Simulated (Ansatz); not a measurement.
C3H9BO3, charge +1, doublet, geometry from GFN2-xTB (a state made from the parent by changing its charge; the spin is typed, not shown lowest); B3LYP/STO-3G (Ansatz, a quantum-chemistry and plane-wave program).

The Ansatz input:
Ansatz 0.2 input:
```yaml
crystal:
  periodic: [false, false, false]
  atoms:
    - {symbol: B, position_ang: [0.00567934, -0.00429445, 0.00143635]}
    - {symbol: O, position_ang: [0.81387960, 0.96705062, 0.51017150]}
    - {symbol: C, position_ang: [0.83120986, 2.30819714, 0.14169848]}
    - {symbol: H, position_ang: [0.66266147, 2.91315135, 1.04456416]}
    - {symbol: H, position_ang: [1.84844245, 2.55815838, -0.19393716]}
    - {symbol: H, position_ang: [0.09777583, 2.54491792, -0.62957265]}
    - {symbol: O, position_ang: [0.10173792, -1.28178914, 0.46415876]}
    - {symbol: C, position_ang: [0.97107655, -1.74423266, 1.44674937]}
    - {symbol: H, position_ang: [0.37109627, -2.20133857, 2.24727767]}
    - {symbol: H, position_ang: [1.56503160, -2.56514410, 1.01911883]}
    - {symbol: H, position_ang: [1.61702603, -0.96049626, 1.84334560]}
    - {symbol: O, position_ang: [-0.89861146, 0.30188995, -0.97023060]}
    - {symbol: C, position_ang: [-1.78464909, -0.57682729, -1.58448765]}
    - {symbol: H, position_ang: [-1.70271370, -1.59547004, -1.20438019]}
    - {symbol: H, position_ang: [-2.80373653, -0.18643051, -1.44793124]}
    - {symbol: H, position_ang: [-1.60112840, -0.54629458, -2.66856327]}
basis:
  gaussian:
    orbitals: STO-3G
hamiltonian:
  xc: b3lyp
total_charge: 1
magnetization: {spin_polarized: true, initial_magnetization: 1}
accuracy: high
```

It wrote (shortened):

```
Functional definition: B3LYP
960 factors; integrals over basis functions are off by at most 2.2e-9 eV
mean field evaluation 1: about -9937.2071 eV, gradient 1.7e1 eV
mean field evaluation 2: about -9932.0099 eV, gradient 3.6e1 eV
mean field evaluation 4: about -9938.0802 eV, gradient 1.4e1 eV
mean field evaluation 8: about -9939.2184 eV, gradient 5.0e0 eV
mean field evaluation 16: about -9939.3023 eV, gradient 3.8e-1 eV
mean field evaluation 32: about -9939.3034 eV, gradient 5.0e-6 eV
mean field evaluation 64: about -9939.3033 eV, gradient 3.7e-2 eV
mean field -9939.30341763 eV, -365.2626634959 hartree, gradient 4.8e-8 eV, S^2 0.758460; 7 other end points of the search recorded, 0 dependent functions left out
reference -9939.30346434 eV, -365.2626652125 hartree; 28, 27 occupied and 16, 17 virtual orbitals, 960 factors
Total energy: -9939.30346434 eV, -365.2626652125 hartree
```
